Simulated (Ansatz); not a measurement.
Input file for Ansatz (a program for electronic structure): R-B3LYP-D3(BJ)/def2-TZVP on C2H2O3 (a complex).

Ansatz 0.2 input:
```yaml
crystal:
  periodic: [false, false, false]
  atoms:
    - {symbol: O, position_ang: [-1.19337385, -0.00107217, -0.18728495]}
    - {symbol: C, position_ang: [-0.08311259, 0.02698119, 0.08021265]}
    - {symbol: O, position_ang: [1.04086574, 0.05307369, 0.30218272]}
    - {symbol: C, position_ang: [0.56222296, 0.25281050, 3.38170189]}
    - {symbol: O, position_ang: [-0.46485370, 0.14635202, 2.78187055]}
    - {symbol: H, position_ang: [0.60343332, 0.32563944, 4.48056612]}
    - {symbol: H, position_ang: [1.54129868, 0.28576457, 2.87691647]}
basis:
  gaussian:
    orbitals: def2-TZVP
hamiltonian:
  xc: b3lyp
  dispersion: d3bj
relax: {f_tol: 0.004, max_steps: 120}
scf: {lower_state_search: off}
```

The log:

```
WARN ansatz: RAYON_NUM_THREADS=2 ignored (pool sized by the plan → 2); use --threads N
Functional definition: B3LYP
these checks for a lower state are left out or cut short: stability, starts, cluster_reference, orbital_swaps, neighbouring_geometries, increment
integrals: 0.06 GiB planned
901 factors; their error is unknown
mean field: 0.61 GiB planned
mean field evaluation 1: about -8244.1694 eV, gradient 6.7e1 eV
mean field evaluation 2: about -8232.8261 eV, gradient 1.1e2 eV
mean field evaluation 4: about -8251.0938 eV, gradient 6.8e0 eV
mean field evaluation 8: about -8251.1649 eV, gradient 5.3e-2 eV
mean field evaluation 16: about -8251.1793 eV, gradient 1.0e-4 eV
mean field -8251.17928019 eV, -303.2252456969 hartree, gradient 4.3e-6 eV, S^2 0.000000; 0 other end points of the search recorded, 0 dependent functions left out
the calculation of the forces begins
reference -8251.17951939 eV, -303.2252544872 hartree; 19, 19 occupied and 148, 148 virtual orbitals, 901 factors
relax step   1: F+E_penalty+E_count = -8251.34292416 eV  Δ(F+E_penalty+E_count) = +0.000e0 eV  max|allowed force component| = 1.808e0 eV/Å  Δτ_max = 0.0000 Å  (17 SCF iters, accepted)
these checks for a lower state are left out or cut short: stability, starts, cluster_reference, orbital_swaps, neighbouring_geometries, increment
integrals: 0.06 GiB planned
901 factors; their error is unknown
mean field: 0.60 GiB planned
mean field -8251.22361645 eV, -303.2268750242 hartree, gradient 1.2e-6 eV, S^2 0.000000; 0 other end points of the search recorded, 0 dependent functions left out
the calculation of the forces begins
reference -8251.22385833 eV, -303.2268839131 hartree; 19, 19 occupied and 148, 148 virtual orbitals, 901 factors
relax step   2: F+E_penalty+E_count = -8251.37839613 eV  Δ(F+E_penalty+E_count) = -3.547e-2 eV  max|allowed force component| = 1.393e-1 eV/Å  Δτ_max = 0.1125 Å  (23 SCF iters, accepted)
these checks for a lower state are left out or cut short: stability, starts, cluster_reference, orbital_swaps, neighbouring_geometries, increment
integrals: 0.06 GiB planned
901 factors; their error is unknown
mean field: 0.61 GiB planned
mean field evaluation 32: about -8251.2207 eV, gradient 1.9e-6 eV
mean field -8251.22067850 eV, -303.2267670565 hartree, gradient 2.0e-6 eV, S^2 0.000000; 0 other end points of the search recorded, 0 dependent functions left out
the calculation of the forces begins
reference -8251.22091938 eV, -303.2267759088 hartree; 19, 19 occupied and 148, 148 virtual orbitals, 901 factors
relax step   3: F+E_penalty+E_count = -8251.37995492 eV  Δ(F+E_penalty+E_count) = -1.559e-3 eV  max|allowed force component| = 1.338e-1 eV/Å  Δτ_max = 0.0763 Å  (22 SCF iters, accepted)
these checks for a lower state are left out or cut short: stability, starts, cluster_reference, orbital_swaps, neighbouring_geometries, increment
integrals: 0.06 GiB planned
901 factors; their error is unknown
mean field: 0.61 GiB planned
mean field -8251.12162284 eV, -303.2231268283 hartree, gradient 1.4e-6 eV, S^2 0.000000; 0 other end points of the search recorded, 0 dependent functions left out
the calculation of the forces begins
reference -8251.12186245 eV, -303.2231356338 hartree; 19, 19 occupied and 148, 148 virtual orbitals, 901 factors
relax step   4: F+E_penalty+E_count = -8251.28450579 eV  Δ(F+E_penalty+E_count) = +9.545e-2 eV  max|allowed force component| = 1.744e0 eV/Å  Δτ_max = 0.0855 Å  (22 SCF iters, rejected (line search))
these checks for a lower state are left out or cut short: stability, starts, cluster_reference, orbital_swaps, neighbouring_geometries, increment
integrals: 0.06 GiB planned
901 factors; their error is unknown
mean field: 0.60 GiB planned
mean field -8251.22124873 eV, -303.2267880120 hartree, gradient 1.3e-6 eV, S^2 0.000000; 0 other end points of the search recorded, 0 dependent functions left out
the calculation of the forces begins
reference -8251.22148927 eV, -303.2267968517 hartree; 19, 19 occupied and 148, 148 virtual orbitals, 901 factors
relax step   5: F+E_penalty+E_count = -8251.38063980 eV  Δ(F+E_penalty+E_count) = -6.849e-4 eV  max|allowed force component| = 7.804e-2 eV/Å  Δτ_max = 0.0190 Å  (23 SCF iters, accepted)
these checks for a lower state are left out or cut short: stability, starts, cluster_reference, orbital_swaps, neighbouring_geometries, increment
integrals: 0.06 GiB planned
901 factors; their error is unknown
mean field: 0.60 GiB planned
mean field -8251.22051199 eV, -303.2267609374 hartree, gradient 1.1e-6 eV, S^2 0.000000; 0 other end points of the search recorded, 0 dependent functions left out
the calculation of the forces begins
reference -8251.22075291 eV, -303.2267697912 hartree; 19, 19 occupied and 148, 148 virtual orbitals, 901 factors
relax step   6: F+E_penalty+E_count = -8251.37955802 eV  Δ(F+E_penalty+E_count) = +1.082e-3 eV  max|allowed force component| = 1.787e-1 eV/Å  Δτ_max = 0.0145 Å  (23 SCF iters, rejected (line search))
these checks for a lower state are left out or cut short: stability, starts, cluster_reference, orbital_swaps, neighbouring_geometries, increment
integrals: 0.06 GiB planned
901 factors; their error is unknown
mean field: 0.61 GiB planned
mean field -8251.22209393 eV, -303.2268190727 hartree, gradient 1.7e-6 eV, S^2 0.000000; 0 other end points of the search recorded, 0 dependent functions left out
the calculation of the forces begins
reference -8251.22233466 eV, -303.2268279195 hartree; 19, 19 occupied and 148, 148 virtual orbitals, 901 factors
relax step   7: F+E_penalty+E_count = -8251.38093417 eV  Δ(F+E_penalty+E_count) = -2.944e-4 eV  max|allowed force component| = 6.923e-2 eV/Å  Δτ_max = 0.0073 Å  (24 SCF iters, accepted)
these checks for a lower state are left out or cut short: stability, starts, cluster_reference, orbital_swaps, neighbouring_geometries, increment
integrals: 0.06 GiB planned
901 factors; their error is unknown
mean field: 0.60 GiB planned
mean field evaluation 64: about -8251.2226 eV, gradient 3.7e-1 eV
mean field -8251.22271707 eV, -303.2268419727 hartree, gradient 1.6e-6 eV, S^2 0.000000; 0 other end points of the search recorded, 0 dependent functions left out
the calculation of the forces begins
reference -8251.22295799 eV, -303.2268508262 hartree; 19, 19 occupied and 148, 148 virtual orbitals, 901 factors
relax step   8: F+E_penalty+E_count = -8251.38096377 eV  Δ(F+E_penalty+E_count) = -2.960e-5 eV  max|allowed force component| = 6.169e-2 eV/Å  Δτ_max = 0.0103 Å  (23 SCF iters, accepted)
these checks for a lower state are left out or cut short: stability, starts, cluster_reference, orbital_swaps, neighbouring_geometries, increment
integrals: 0.06 GiB planned
901 factors; their error is unknown
mean field: 0.60 GiB planned
mean field -8251.22286545 eV, -303.2268474255 hartree, gradient 1.6e-6 eV, S^2 0.000000; 0 other end points of the search recorded, 0 dependent functions left out
the calculation of the forces begins
reference -8251.22310640 eV, -303.2268562803 hartree; 19, 19 occupied and 148, 148 virtual orbitals, 901 factors
relax step   9: F+E_penalty+E_count = -8251.38114725 eV  Δ(F+E_penalty+E_count) = -1.835e-4 eV  max|allowed force component| = 1.993e-3 eV/Å  Δτ_max = 0.0049 Å  (24 SCF iters, accepted)
Total energy: -8251.38138820 eV, -303.2326730293 hartree
Atom 0 at    -1.206541    -0.025305    -0.241905 Å, force     0.001029    -0.000126    -0.000083 eV/Å
Atom 1 at    -0.081373     0.024068     0.026655 Å, force     0.000228    -0.000434     0.000839 eV/Å
Atom 2 at     1.056604     0.071629     0.255761 Å, force    -0.001293     0.000630    -0.000709 eV/Å
Atom 3 at     0.568269     0.255436     3.423207 Å, force     0.001139    -0.000096    -0.000990 eV/Å
Atom 4 at    -0.484859     0.175297     2.851305 Å, force    -0.000977     0.000535     0.001993 eV/Å
Atom 5 at     0.626496     0.323836     4.525732 Å, force    -0.001380    -0.000145    -0.001944 eV/Å
Atom 6 at     1.527885     0.264587     2.875410 Å, force     0.001255    -0.000365     0.000894 eV/Å
Dipole moment:     0.410376     0.035772     0.296403 e Å
Checks for a lower state left out: stability, starts, cluster_reference, orbital_swaps, neighbouring_geometries, increment
```

The run converged.

Cost: around 40 core-seconds (rough).
